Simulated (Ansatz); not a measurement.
Geometry optimisation, UHF/def2-SVP in Ansatz 0.2.0.

The input (input.yaml):

```yaml
crystal:
  periodic: [false, false, false]
  atoms:
    - { symbol: Zn, position_ang: [0.0, 0.0, 0.0] }
    - { symbol: Cl, position_ang: [0.0, 0.0, 2.49] }
    - { symbol: O, position_ang: [0.0, 0.0, -1.79] }
    - { symbol: H, position_ang: [0.2547, -0.9174, -2.1271] }
    - { symbol: H, position_ang: [0.0, 0.0, 4.16] }
magnetization:
  spin_polarized: true
  initial_magnetization: 1
basis:
  gaussian: { orbitals: def2-SVP }
hamiltonian:
  xc: hf
relax:
  f_tol: 0.15
  max_steps: 25
  restrain:
    - { distance: [1, 4], at: 1.37, k: 30.0 }
    - { distance: [0, 1], at: 3.44, k: 30.0 }
```

Command:

```bash
$ ansatz run input.yaml --threads 1 --pin off --max-ram 2048MiB --backend cpu --events-out ev --progress --plain --runs-dir out
```

**Question.** Where does it end, and by what steps?

**Answer.** The run converged. The restraints hold the end off the free minimum. After 19 steps the energy has fallen by 1.250 eV (the restraints' own energy left out); Zn1 moved furthest, 1.16 Å. Parted: Zn1–Cl2 (2.49 → 3.45 Å).

```
step  energy less start (eV)  largest force component (eV/Å)  accepted
   0                  0.0000                           3.082       yes
   1                 -0.2524                           3.823       yes
   2                 -0.6264                           4.884       yes
   3                 -0.9760                           2.812       yes
   4                 -1.1543                           1.720       yes
   5                 -1.1883                           1.627       yes
   6                 -1.2067                           1.651       yes
   7                 -1.0717                           2.819        no
   8                 -1.2020                           1.748       yes
   9                 -1.1851                           1.962        no
  10                 -1.2041                           1.730       yes
  11                 -1.2090                           1.667       yes
  12                 -1.2126                           1.636       yes
  13                 -1.2118                           1.664       yes
  14                 -1.2008                           1.759       yes
  15                 -1.2021                           1.748       yes
  16                 -1.2301                           1.503       yes
  17                 -1.2292                           1.542       yes
  18                 -1.2056                           1.604        no
  19                 -1.2501                           1.248       yes
```

```xyz
5
Properties=species:S:1:pos:R:3
Zn -0.271 0.976 -0.566
Cl -0.072 0.255 2.797
O 0.094 -0.337 -1.763
H 0.337 -1.214 -1.515
H 0.166 -0.596 3.780
```

Run time: 31 s on 1 thread of AMD EPYC 7R43 64-Core Processor (Zen 3) (shared host), peak memory 0.18 GiB.
